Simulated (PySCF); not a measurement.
# XPS shifts beside NMR shieldings

Species: C7H11OP.
Cartesian coordinates in Å at the PBE0-D3(BJ)/def2-SVP level; atoms count from 1:
```
atom  x, y, z in Å
C1    -2.7214   -1.4138    1.4188
C2    -1.7585   -0.5470    1.0718
C3    -1.9445    0.8991    1.0322
O4    -3.1711    1.2676    1.4279
C5    -3.4877    2.6340    1.4458
P6    -0.7724    2.0583    0.5370
C7     0.6531    0.9880    0.0804
C8     2.0306    1.5826    0.2063
C9     1.6224    0.4677    1.1128
H10   -2.5274   -2.4886    1.4386
H11   -3.7212   -1.0668    1.6893
H12   -0.7637   -0.9083    0.8065
H13   -4.5246    2.7167    1.7949
H14   -3.3925    3.0751    0.4374
H15   -2.8164    3.1868    2.1269
H16    0.4954    0.3527   -0.7989
H17    2.1126    2.5867    0.6348
H18    2.7508    1.3750   -0.5894
H19    2.0566   -0.5234    0.9510
H20    1.4171    0.7026    2.1612
```

Binding energies: PySCF, delta-SCF UKS SCAN, pcX-2 on the ionised atom, pcseg-1 elsewhere, spin-free X2C. Shieldings: GIAO B97-2/pcSseg-1, non-relativistic, same geometry.

| atom | isotropic shielding (ppm) |
| --- | --- |
| C1 | 66.7 |
| C5 | 126.2 |
| C7 | 177.0 |
| C8 | 175.4 |

Q: What are the C 1s binding energies of these atoms?

A: 
| atom | environment | C 1s (eV) | isotropic shielding (ppm) |
| --- | --- | --- | --- |
| C1 | terminal =CH2 carbon | 289.68 | 66.7 |
| C7 | sp3 carbon bound to phosphorus | 290.22 | 177.0 |
| C8 | three-membered-ring carbon | 290.44 | 175.4 |
| C5 | methoxy carbon | 292.30 | 126.2 |

Q: Among the listed atoms, is the one with the highest binding energy also the least shielded?

A: No. The highest binding energy is at C5 (292.30 eV, shielding 126.2 ppm), the lowest shielding at C1 (66.7 ppm, 289.68 eV).

By binding energy: C1 < C7 < C8 < C5. By shielding: C1 < C5 < C8 < C7.

Of atoms equivalent by bonding only the ionised one is listed; its partners' own values can differ in this conformer. The unrestricted hole states depart most from a pure doublet (⟨S²⟩ = 0.75; over 0.85 named) for C 1s of C1 (0.86), which makes this value less certain. Geometry: PBE0-D3(BJ)/def2-SVP, one conformer, isolated molecule.
